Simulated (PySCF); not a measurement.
## C₆ coefficients of unlike pairs at UHF

Calculated with PySCF 2.14 from the dipole response of each species, C₆(A,B) = (3/π) ∫ α_A(iu) α_B(iu) du, in atomic units, from isotropic polarisabilities. For ions this is the dispersion term alone; charge-induced terms of lower order in 1/R come first.

```tsv
species	configuration	basis	relativity	α (bohr³)	C₆ (like pair)
Hg	[Xe] 4f14 5d10 6s2 (1S)	aug-cc-pwCVTZ-PP with ECP60MDF (8s8p7d4f3g)	core potential	44.94	444.3
C⁺	[He] 2s2 2p1 (2P)	aug-cc-pCVQZ-DK (9s8p6d4f2g)	spin-free X2C	6.297	14.94
Ga⁺	[Ar] 3d10 4s2 (1S)	aug-cc-pwCVTZ-PP with ECP10MDF (8s7p6d4f1g)	core potential	21.27	113.2
Al²⁺	[Ne] 3s1 (2S)	dyall-acv3z (19s12p6d4f)	none	15.43	43.98
```

**Question.** Estimate C₆ for Ga⁺ with C⁺.

**Answer.** The integral gives 40.33. The combination rule 2 C_A C_B / (C_A α_B/α_A + C_B α_A/α_B) gives 40.28 and the geometric mean 41.12.

No spin-orbit coupling is included.

The other pairs:

```
     pair     C₆
   C⁺, Hg  79.76
Al²⁺, Ga⁺  69.64
 Al²⁺, C⁺  24.07
  Ga⁺, Hg  223.7
 Al²⁺, Hg  137.8
```
